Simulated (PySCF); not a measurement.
C2H6STe (SMILES CS[Te]C), singlet, at a GFN2-xTB geometry (all electrons, no relativity), with bond 10-7 at 2.4 times its length; CASSCF(6,4)/STO-3G run with PySCF.

Input for PySCF:
```python
from pyscf import gto, scf, mcscf, mp
import numpy

mol = gto.Mole()
mol.atom = '''
    Te   -0.31110955   -0.10676892    0.71403736
    C    -1.61817437    1.36414391   -0.20941939
    H    -2.43704742    1.54816573    0.47287126
    H    -2.00618947    0.99143946   -1.14973542
    H    -1.06694613    2.28071813   -0.37639872
    S     1.44003630    0.13973436   -0.88198753
    C     0.95421869   -1.00558564   -2.21310451
    H     0.89647814   -2.01800413   -1.82700549
    H     1.73134754   -0.93936639   -2.96715603
    H    -1.32820848   -0.26754350   -3.22703169
'''
mol.basis = 'sto-3g'
mol.verbose = 4
mol.build()

mf = scf.RHF(mol)
mf.kernel()
mc = mcscf.CASSCF(mf, 4, 6)
mc.fix_spin_(ss=0.0)
noons, natorbs = mcscf.addons.make_natural_orbitals(mp.MP2(mf).run())
mc.kernel(natorbs)
occ = numpy.linalg.eigvalsh(mc.fcisolver.make_rdm1(mc.ci, mc.ncas, mc.nelecas))[::-1]
ss = mc.fcisolver.spin_square(mc.ci, mc.ncas, mc.nelecas)[0]
print('natural occupations', occ.round(4), ' <S^2>', round(ss, 4))
```

Question: What does PySCF print? Leave out banner, timings and long lists.

Answer: 
```
PySCF version 2.14.0

[INPUT] verbose = 4
[INPUT] num. atoms = 10
[INPUT] num. electrons = 86
[INPUT] charge = 0
[INPUT] spin (= nelec alpha-beta = 2S) = 0
[INPUT] symmetry False subgroup None
[INPUT] Mole.unit = angstrom
[INPUT] Symbol           X                Y                Z      unit          X                Y                Z       unit  Magmom
[...]
nuclear repulsion = 449.128968140867
number of shells = 28
number of NR pGTOs = 156
number of NR cGTOs = 52
basis = sto-3g
ecp = {}

******** <class 'pyscf.scf.hf.RHF'> ********
method = RHF
initial guess = minao
damping factor = 0
level_shift factor = 0
DIIS = <class 'pyscf.scf.diis.CDIIS'>
diis_start_cycle = 1
diis_space = 8
diis_damp = 0
SCF conv_tol = 1e-09
SCF conv_tol_grad = None
SCF max_cycles = 50
direct_scf = True
direct_scf_tol = 1e-13
Set gradient conv threshold to 3.16228e-05
Initial guess from minao.
init E= -6997.83292216486
[...]
cycle= 1 E= -7018.16204865447  delta_E= -20.3  |g|= 0.438  |ddm|= 3.93
[...]
cycle= 2 E= -7018.24599771194  delta_E= -0.0839  |g|= 0.289  |ddm|= 1.29
[...]
cycle= 3 E= -7018.27875412704  delta_E= -0.0328  |g|= 0.113  |ddm|= 0.675
[...]
cycle= 4 E= -7018.28526780523  delta_E= -0.00651  |g|= 0.0191  |ddm|= 0.233
[...]
cycle= 5 E= -7018.28551076342  delta_E= -0.000243  |g|= 0.00492  |ddm|= 0.044
[...]
cycle= 6 E= -7018.28554191003  delta_E= -3.11e-05  |g|= 0.00193  |ddm|= 0.0182
[...]
cycle= 7 E= -7018.28554739448  delta_E= -5.48e-06  |g|= 0.000387  |ddm|= 0.00979
[...]
cycle= 8 E= -7018.28554762948  delta_E= -2.35e-07  |g|= 0.000114  |ddm|= 0.00213
[...]
cycle= 9 E= -7018.28554764958  delta_E= -2.01e-08  |g|= 3e-05  |ddm|= 0.000621
[...]
cycle= 10 E= -7018.28554765116  delta_E= -1.58e-09  |g|= 7.94e-06  |ddm|= 0.000171
[...]
cycle= 11 E= -7018.28554765126  delta_E= -9.55e-11  |g|= 1.84e-06  |ddm|= 4.76e-05
[...]
Extra cycle  E= -7018.28554765126  delta_E= -7.28e-12  |g|= 9.81e-07  |ddm|= 6.51e-06
converged SCF energy = -7018.28554765126

******** <class 'pyscf.mp.mp2.RMP2'> ********
nocc = 43, nmo = 52
E(RMP2) = -7018.54318070063  E_corr = -0.257633049362143
E(SCS-RMP2) = -7018.57318428828  E_corr = -0.287636637017526
E_corr(same-spin) = -0.0248342564042836
E_corr(oppo-spin) = -0.23279879295786

******** <class 'pyscf.mcscf.mc1step.CASSCF'> ********
CAS (3e+3e, 4o), ncore = 40, nvir = 8
max_cycle_macro = 50
max_cycle_micro = 4
conv_tol = 1e-07
conv_tol_grad = None
orbital rotation max_stepsize = 0.02
orbital rotation threshold for CI restart = 0.01
augmented hessian ah_max_cycle = 30
augmented hessian ah_conv_tol = 1e-12
augmented hessian ah_linear dependence = 1e-14
augmented hessian ah_level shift = 1e-08
augmented hessian ah_start_tol = 2.5
augmented hessian ah_start_cycle = 3
augmented hessian ah_grad_trust_region = 3
kf_trust_region = 3
kf_interval = 4
ci_response_space = 4
ci_grad_trust_region = 3
with_dep4 0
natorb = False
canonicalization = True
sorting_mo_energy = False
ao2mo_level = 2
internal_rotation = False
******** <class 'pyscf.fci.addons.SpinPenaltyFCISolver'> ********
max. cycles = 50
conv_tol = 1e-08
davidson only = True
linear dependence = 1e-12
level shift = 0.001
max iter space = 12
nroots = 1
pspace_size = 400
spin = None
CASCI E = -7018.45667639564  S^2 = 0.0000000
Set conv_tol_grad to 0.000316228
macro iter   1 ( 16 JK    4 micro), CASSCF E = -7018.45971531465  dE = -3.03891901e-03  S^2 = 0.0000000
               |grad[o]|=0.0474  |grad[c]|=0.0477  |ddm|=0.0323  |maxRot[o]|=0.144
macro iter   2 ( 15 JK    4 micro), CASSCF E = -7018.45974059257  dE = -2.52779237e-05  S^2 = 0.0000000
               |grad[o]|=0.0184  |grad[c]|=0.00997  |ddm|=0.00201  |maxRot[o]|=0.125
macro iter   3 (  7 JK    2 micro), CASSCF E = -7018.45975137203  dE = -1.07794567e-05  S^2 = 0.0000000
               |grad[o]|=0.00581  |grad[c]|=0.00766  |ddm|=0.0011  |maxRot[o]|=0.0699
macro iter   4 (  7 JK    2 micro), CASSCF E = -7018.45976140332  dE = -1.00312936e-05  S^2 = 0.0000000
               |grad[o]|=0.00466  |grad[c]|=0.000317  |ddm|=0.001  |maxRot[o]|=0.0683
macro iter   5 (  7 JK    2 micro), CASSCF E = -7018.45977012222  dE = -8.71889915e-06  S^2 = 0.0000000
               |grad[o]|=0.00351  |grad[c]|=0.00678  |ddm|=0.000606  |maxRot[o]|=0.0699
macro iter   6 (  7 JK    2 micro), CASSCF E = -7018.45977648049  dE = -6.35827291e-06  S^2 = 0.0000000
               |grad[o]|=0.00274  |grad[c]|=0.00699  |ddm|=0.0006  |maxRot[o]|=0.0699
macro iter   7 (  7 JK    2 micro), CASSCF E = -7018.45978193835  dE = -5.45785406e-06  S^2 = 0.0000000
               |grad[o]|=0.00221  |grad[c]|=0.00654  |ddm|=0.000743  |maxRot[o]|=0.0699
macro iter   8 (  7 JK    2 micro), CASSCF E = -7018.45978674199  dE = -4.80364088e-06  S^2 = 0.0000000
               |grad[o]|=0.00185  |grad[c]|=0.00634  |ddm|=0.000796  |maxRot[o]|=0.0699
macro iter   9 (  7 JK    2 micro), CASSCF E = -7018.45979117833  dE = -4.43634326e-06  S^2 = 0.0000000
               |grad[o]|=0.00161  |grad[c]|=0.00585  |ddm|=0.00081  |maxRot[o]|=0.0699
macro iter  10 (  7 JK    2 micro), CASSCF E = -7018.45979498055  dE = -3.80221900e-06  S^2 = 0.0000000
               |grad[o]|=0.00134  |grad[c]|=0.00531  |ddm|=0.000793  |maxRot[o]|=0.0699
macro iter  11 (  7 JK    2 micro), CASSCF E = -7018.45979814266  dE = -3.16210298e-06  S^2 = 0.0000000
               |grad[o]|=0.00112  |grad[c]|=0.00471  |ddm|=0.000753  |maxRot[o]|=0.0699
macro iter  12 (  7 JK    2 micro), CASSCF E = -7018.45980032231  dE = -2.17965317e-06  S^2 = 0.0000000
               |grad[o]|=0.000801  |grad[c]|=0.00449  |ddm|=0.000672  |maxRot[o]|=0.0699
macro iter  13 (  7 JK    2 micro), CASSCF E = -7018.45980138462  dE = -1.06231437e-06  S^2 = 0.0000000
               |grad[o]|=0.000581  |grad[c]|=0.00372  |ddm|=0.000414  |maxRot[o]|=0.0578
macro iter  14 (  7 JK    2 micro), CASSCF E = -7018.45980228590  dE = -9.01273779e-07  S^2 = 0.0000000
               |grad[o]|=0.000464  |grad[c]|=0.00161  |ddm|=0.000311  |maxRot[o]|=0.0469
macro iter  15 ( 12 JK    3 micro), CASSCF E = -7018.45980237557  dE = -8.96716301e-08  S^2 = 0.0000000
               |grad[o]|=0.000288  |grad[c]|=0.00531  |ddm|=0.000936  |maxRot[o]|=0.105
macro iter  16 ( 16 JK    4 micro), CASSCF E = -7018.45980313037  dE = -7.54804205e-07  S^2 = 0.0000000
               |grad[o]|=0.000928  |grad[c]|=0.000785  |ddm|=0.000277  |maxRot[o]|=0.0384
macro iter  17 (  7 JK    2 micro), CASSCF E = -7018.45980357080  dE = -4.40430085e-07  S^2 = 0.0000000
               |grad[o]|=0.000189  |grad[c]|=0.00107  |ddm|=0.000186  |maxRot[o]|=0.0383
macro iter  18 (  6 JK    1 micro), CASSCF E = -7018.45980406052  dE = -4.89712875e-07  S^2 = 0.0000000
               |grad[o]|=0.000122  |grad[c]|=0.00176  |ddm|=0.000235  |maxRot[o]|=0.0592
macro iter  19 (  7 JK    2 micro), CASSCF E = -7018.45980458720  dE = -5.26684744e-07  S^2 = 0.0000000
               |grad[o]|=0.000185  |grad[c]|=0.00147  |ddm|=0.000152  |maxRot[o]|=0.0602
macro iter  20 (  7 JK    2 micro), CASSCF E = -7018.45980518120  dE = -5.94000085e-07  S^2 = 0.0000000
               |grad[o]|=0.000159  |grad[c]|=0.00165  |ddm|=0.000118  |maxRot[o]|=0.0649
macro iter  21 (  7 JK    2 micro), CASSCF E = -7018.45980587636  dE = -6.95161361e-07  S^2 = 0.0000000
               |grad[o]|=0.000209  |grad[c]|=0.0018  |ddm|=8.7e-05  |maxRot[o]|=0.0674
macro iter  22 (  7 JK    2 micro), CASSCF E = -7018.45980661126  dE = -7.34895366e-07  S^2 = 0.0000000
               |grad[o]|=0.000199  |grad[c]|=0.00198  |ddm|=7.5e-05  |maxRot[o]|=0.0686
macro iter  23 (  7 JK    2 micro), CASSCF E = -7018.45980738067  dE = -7.69413418e-07  S^2 = 0.0000000
               |grad[o]|=0.000229  |grad[c]|=0.00216  |ddm|=7.04e-05  |maxRot[o]|=0.0693
macro iter  24 (  7 JK    2 micro), CASSCF E = -7018.45980812110  dE = -7.40428732e-07  S^2 = 0.0000000
               |grad[o]|=0.000212  |grad[c]|=0.00236  |ddm|=7.02e-05  |maxRot[o]|=0.0696
macro iter  25 (  7 JK    2 micro), CASSCF E = -7018.45980882161  dE = -7.00506462e-07  S^2 = 0.0000000
               |grad[o]|=0.000226  |grad[c]|=0.00257  |ddm|=7.45e-05  |maxRot[o]|=0.0698
macro iter  26 (  7 JK    2 micro), CASSCF E = -7018.45980942156  dE = -5.99950909e-07  S^2 = 0.0000000
               |grad[o]|=0.000191  |grad[c]|=0.00281  |ddm|=7.71e-05  |maxRot[o]|=0.0698
macro iter  27 (  7 JK    2 micro), CASSCF E = -7018.45980992230  dE = -5.00746864e-07  S^2 = 0.0000000
               |grad[o]|=0.000198  |grad[c]|=0.00315  |ddm|=7.08e-05  |maxRot[o]|=0.0699
macro iter  28 (  6 JK    1 micro), CASSCF E = -7018.45981031763  dE = -3.95322786e-07  S^2 = 0.0000000
               |grad[o]|=0.000131  |grad[c]|=0.00515  |ddm|=4.64e-05  |maxRot[o]|=0.0798
macro iter  29 (  7 JK    2 micro), CASSCF E = -7018.45981053108  dE = -2.13451131e-07  S^2 = 0.0000000
               |grad[o]|=0.000281  |grad[c]|=0.00411  |ddm|=0.000269  |maxRot[o]|=0.057
macro iter  30 (  7 JK    2 micro), CASSCF E = -7018.45981103075  dE = -4.99673661e-07  S^2 = 0.0000000
               |grad[o]|=0.00011  |grad[c]|=0.00455  |ddm|=0.000724  |maxRot[o]|=0.0699
macro iter  31 (  7 JK    2 micro), CASSCF E = -7018.45981130652  dE = -2.75770617e-07  S^2 = 0.0000000
               |grad[o]|=0.000262  |grad[c]|=0.0049  |ddm|=0.00066  |maxRot[o]|=0.0699
macro iter  32 (  6 JK    1 micro), CASSCF E = -7018.45981135942  dE = -5.28943929e-08  S^2 = 0.0000000
               |grad[o]|=7.17e-05  |grad[c]|=0.00143  |ddm|=0.000144  |maxRot[o]|=0.0366
macro iter  33 ( 17 JK    4 micro), CASSCF E = -7018.45981119364  dE =  1.65772690e-07  S^2 = 0.0000000
               |grad[o]|=0.000169  |grad[c]|=0.00153  |ddm|=8.24e-05  |maxRot[o]|=0.0272
macro iter  34 ( 25 JK    4 micro), CASSCF E = -7018.45981121332  dE = -1.96796464e-08  S^2 = 0.0000000
               |grad[o]|=0.000217  |grad[c]|=0.000122  |ddm|=3.46e-05  |maxRot[o]|=0.00226
1-step CASSCF converged in  34 macro (294 JK  76 micro) steps
CASSCF canonicalization
Density matrix diagonal elements [1.99718784 1.99783103 1.3061087  0.69887243]
CASSCF energy = -7018.45981121332
CASCI E = -7018.45981121332  E(CI) = -7.96954635188831  S^2 = 0.0000000
natural occupations [2.     1.9999 1.3065 0.6936]  <S^2> 0.0
```
